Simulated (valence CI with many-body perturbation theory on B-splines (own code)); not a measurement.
Cs²⁴⁺: calculated level list

Computed by valence CI with perturbative core correlation (CI+MBPT): three valence electrons over a frozen Dirac-Fock core [Ar] 3d10, radial functions for each j: 11 s, 11 p, 9 d, 7 f, 5 g, 2 h, 1 i, with the one-electron correlation potential Σ1 (screened to all orders), the two-electron term Σ2, the three-electron term Σ3, Breit, model QED; selected single and double excitations, second order for the rest (own B-spline code, finite nucleus).

No measured spectrum was set against this ion. As an estimate, levels hold to about 250 cm⁻¹ or 0.2 % of their energy and the worst to 1 %, as in measured heavy ions of charge 2 to 7; those with d or f electrons hold less well.

Levels 1 to 45 of 71, with energies above the lowest level, 4s²4p ²P°_1/2. "Leading %" is the weight of the configuration and term that name the level; weights of strongly mixed levels are sums over their largest components and can fall short. Lifetimes count E1, E2, E3, M1 and M2 decay at the calculated energies, and are blank where another channel may lead or the interval is too uncertain; long ones can be off by a factor of two.

```tsv
No.	Configuration	Term	J	E (eV)	Leading %	Second component	g	Lifetime
1	4s²4p	²P°	1/2	0.00	99		0.663	
2	4s²4p	²P°	3/2	19.22	99		1.332	29.6 μs
3	4s4p²	⁴P	1/2	51.64	78	17 % 4s4p² ²S	2.454	212 ps
4	4s4p²	⁴P	3/2	64.71	96		1.698	1.78 ns
5	4s4p²	⁴P	5/2	69.24	59	39 % 4s4p² ²D	1.436	298 ps
6	4s4p²	²D	3/2	76.65	78	16 % 4s4p² ²P	0.899	23.1 ps
7	4s4p²	²P	1/2	80.42	70	15 % 4s4p² ⁴P	1.151	8.04 ps
8	4s4p²	²D	5/2	87.38	55	40 % 4s4p² ⁴P	1.360	106 ps
9	4s4p²	²S	1/2	99.66	68	24 % 4s4p² ²P	1.727	11.4 ps
10	4s4p²	²P	3/2	100.52	80	11 % 4s4p² ²D	1.256	6.13 ps
11	4s²4d	²D	3/2	114.63	90	7 % 4s4p² ²D	0.807	3.69 ps
12	4s²4d	²D	5/2	118.04	93	5 % 4s4p² ²D	1.200	5.25 ps
13	4p³	²P°	3/2	131.30	38	28 % 4p³ ²D°	1.351	13.7 ps
14	4p³	⁴S°	3/2	146.09	54	36 % 4p³ ²D°	1.444	9.65 ps
15	4p³	²D°	5/2	146.81	82	15 % 4s4p4d ²D°	1.193	24.2 ps
16	4s4p4d	⁴F°	3/2	154.39	87	8 % 4s4p4d ²D°	0.467	64.6 ps
17	4p³	²P°	1/2	154.59	92	5 % 4s4p4d ²P°	0.663	10.2 ps
18	4s4p4d	⁴F°	5/2	157.66	80	6 % 4s4p4d ⁴D°	1.052	38.2 ps
19	4s4p4d	⁴F°	7/2	163.42	74	15 % 4s4p4d ⁴D°	1.256	23.7 ps
20	4s4p4d	⁴P°	5/2	164.05	53	23 % 4s4p4d ⁴D°	1.444	6.55 ps
21	4s4p4d	⁴D°	3/2	164.60	49	31 % 4s4p4d ⁴P°	1.351	4.37 ps
22	4s4p4d	⁴D°	1/2	165.08	76	14 % 4s4p4d ²P°	0.338	3.39 ps
23	4p³	²P°	3/2	168.85	49	16 % 4p³ ⁴S°	1.307	9.04 ps
24	4s4p4d	²F°	5/2	171.64	73	8 % 4s4p4d ²D°	0.957	8.85 ps
25	4s4p4d	²D°	3/2	174.04	52	29 % 4s4p4d ²P°	0.941	4.42 ps
26	4s4p4d	⁴F°	9/2	176.04	100		1.332	44.6 μs
27	4s4p4d	⁴P°	1/2	178.89	89	11 % 4s4p4d ⁴D°	2.368	5.07 ps
28	4s4p4d	⁴D°	5/2	179.00	60	10 % 4s4p4d ⁴F°	1.298	4.06 ps
29	4s4p4d	⁴P°	3/2	179.42	57	39 % 4s4p4d ⁴D°	1.495	4.56 ps
30	4s4p4d	⁴D°	7/2	179.47	70	22 % 4s4p4d ⁴F°	1.364	4.44 ps
31	4s4p4d	²D°	5/2	183.66	50	32 % 4s4p4d ⁴P°	1.305	7.34 ps
32	4s4p4d	²D°	3/2	186.39	56	24 % 4s4p4d ²P°	1.030	3.76 ps
33	4s4p4d	²F°	7/2	189.51	98		1.143	9.35 ps
34	4s4p4d	²F°	5/2	191.35	76	11 % 4s²4f ²F°	0.896	3.55 ps
35	4s4p4d	²F°	7/2	191.84	73	14 % 4s4p4d ⁴D°	1.183	4.21 ps
36	4s4p4d	²P°	1/2	194.03	84	12 % 4s4p4d ⁴D°	0.619	3.45 ps
37	4s4p4d	²P°	1/2	196.44	92	6 % 4p³ ²P°	0.668	3.92 ps
38	4s4p4d	²P°	3/2	198.75	73	14 % 4s4p4d ²D°	1.244	3.23 ps
39	4s4p4d	²P°	3/2	198.84	48	41 % 4s4p4d ²D°	1.090	2.99 ps
40	4s4p4d	²D°	5/2	199.76	78	11 % 4s4p4d ²F°	1.156	2.70 ps
41	4p²4d	⁴F	3/2	218.10	49	20 % 4p²4d ²D	0.709	17.4 ps
42	4s²4f	²F°	5/2	218.27	85	13 % 4s4p4d ²F°	0.856	3.34 ps
43	4s²4f	²F°	7/2	218.49	88	11 % 4s4p4d ²F°	1.143	3.79 ps
44	4p²4d	⁴F	5/2	223.84	32	27 % 4p²4d ⁴D	1.164	13.4 ps
45	4p²4d	²F	5/2	231.37	57	36 % 4p²4d ⁴F	0.926	23.5 ps
```

Names give the largest LS component (configuration and term), which can be under half, so a name can repeat, a term be missing and a line seem to break the LS rules; names also repeat where a configuration has a term twice.

Where two levels of one J and parity lie close, their mixing, g and order are uncertain.

The ionisation energy to 4s² ¹S0 of the next ion comes out as 791.96 eV (NIST: 791 ± 4 eV (theoretical)). All 71 levels together are meant to be complete up to 265.48 eV.
